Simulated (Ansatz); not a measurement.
Two members of one family (Series TcO3X), computed with Ansatz in the gas phase; def2 core potentials for Tc, no spin–orbit coupling. The two geometries come from different levels. Binding counts from free atoms in the multiplicity of their measured ground term, without zero-point energy. Names give formal oxidation states. A dash marks a value that wasn't run or was left out as unsound. The structures are stationary points that may keep the symmetry of their start. Remarks come from the PBE and PBE0 runs and from stability tests at other levels; not every state was tested. HOMO above LUMO (over both spins in singlets and doublets, within one spin in higher multiplets; at PBE or PBE0), or a gap under 0.15 eV within one spin, warns that the state may not be the lowest or that an electron is smeared out.

First: TcO3(OH) (singlet, charge 0, PBE0-D4/def2-SVP geometry).

```tsv
atom	x (Å)	y (Å)	z (Å)
Tc1	-0.305	0.266	0.190
O2	0.202	0.297	1.773
O3	-0.694	1.796	-0.322
O4	-1.621	-0.743	0.070
O5	1.053	-0.352	-0.895
H6	1.365	-1.264	-0.816
```

```json
{"level": "PBE-D4/def2-SVP", "HOMO (eV)": "-8.07", "LUMO (eV)": "-4.11", "gap (eV)": "3.96", "vertical IE (eV)": "–", "vertical triplet (eV)": "–", "binding per atom (eV)": "4.87"}
{"level": "PBE-D4/def2-TZVP", "HOMO (eV)": "-8.18", "LUMO (eV)": "-4.23", "gap (eV)": "3.96", "vertical IE (eV)": "11.66", "vertical triplet (eV)": "3.79", "binding per atom (eV)": "4.82"}
{"level": "PBE-D4/def2-TZVPD", "HOMO (eV)": "-8.22", "LUMO (eV)": "-4.27", "gap (eV)": "3.95", "vertical IE (eV)": "–", "vertical triplet (eV)": "–", "binding per atom (eV)": "4.82"}
{"level": "PBE0-D4/def2-TZVP", "HOMO (eV)": "-9.86", "LUMO (eV)": "-3.62", "gap (eV)": "6.23", "vertical IE (eV)": "11.93", "vertical triplet (eV)": "3.43", "binding per atom (eV)": "4.20"}
{"level": "CAM-B3LYP-D4/def2-TZVP", "HOMO (eV)": "-11.32", "LUMO (eV)": "-2.60", "gap (eV)": "8.72", "vertical IE (eV)": "–", "vertical triplet (eV)": "–", "binding per atom (eV)": "4.19"}
```

Metal–donor distances: 4 × O 1.66 to 1.84 Å. Remarks: restricted SCF unstable in HF, gap within one spin near zero at PBE or PBE0 (+1 doublet), spin-contaminated (⟨S²⟩ up to 0.84) (+1 doublet).

Second: TcO3(NH2) (singlet, charge 0, PBE-D4/def2-SVP geometry).

```csv
atom,x (Å),y (Å),z (Å)
Tc1,-0.3404,-0.5326,0.3968
O2,-0.7400,-1.7983,-0.6607
O3,0.7463,-1.0941,1.5677
O4,-1.7659,0.0975,1.0596
N5,0.5321,0.8853,-0.5349
H6,1.5426,0.8894,-0.7037
H7,0.0252,1.5527,-1.1248
```

Problem. What does the change do? Estimate second minus first.

Solution. 
| level | Δ HOMO (eV) | Δ LUMO (eV) | Δ gap (eV) | Δ vertical IE (eV) | Δ vertical triplet (eV) | Δ binding per atom (eV) |
| --- | --- | --- | --- | --- | --- | --- |
| PBE-D4/def2-SVP | 0.82 | -0.09 | -0.91 | – | – | -0.29 |
| PBE-D4/def2-TZVP | 0.79 | -0.09 | -0.89 | -1.00 | -0.60 | -0.28 |
| PBE-D4/def2-TZVPD | 0.79 | -0.10 | -0.89 | – | – | -0.28 |
| PBE0-D4/def2-TZVP | 1.05 | -0.09 | -1.14 | -1.10 | -0.53 | -0.20 |
| CAM-B3LYP-D4/def2-TZVP | 1.13 | -0.10 | -1.22 | – | – | -0.20 |

Metal–donor distances: 3 × O 1.69 to 1.70 Å, 1 × N 1.91 Å. Remarks: restricted SCF unstable in HF, gap within one spin near zero at PBE or PBE0 (triplet).
